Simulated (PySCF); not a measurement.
**Shapes and spin states of Ta₃**

Computed with PBE0/[Ta def2-TZVP with ECP60], scalar-relativistic core potentials, density fitting, no spin–orbit coupling, PySCF.

Relaxations began from a few typed shapes and spin states; open shells are unrestricted. The search is not exhaustive: other isomers or separated fragments can lie lower, and high-lying points may rest on an excited occupation.

Question: Order these stationary points by electronic energy, lowest first, in kJ/mol from the lowest minimum.
A. sextet D∞h: Ta–Ta 2.324 Å (×2); Ta–Ta–Ta 180.0°
B. broken-symmetry Ms = 3/2 (⟨S²⟩ 4.45) C2v: Ta–Ta 2.431 Å (×2), Ta–Ta 2.516 Å; Ta–Ta–Ta 58.8° (×2), Ta–Ta–Ta 62.3°
C. quartet C2v: Ta–Ta 2.384 Å (×2), Ta–Ta 2.823 Å; Ta–Ta–Ta 53.7° (×2), Ta–Ta–Ta 72.6°

Answer: B (0.0), C (99.2), A (285.8).

Question: Which of them are minima?

Answer: By energy in kJ/mol, 0.0: minimum; 99.2: minimum; 285.8: minimum.

For the lowest minimum: the determinant is spin-contaminated (⟨S²⟩ = 4.45, pure value 3.75). With open d or f shells other occupations or spin states may lie lower. Spin–orbit coupling, left out here, can matter for elements this heavy.
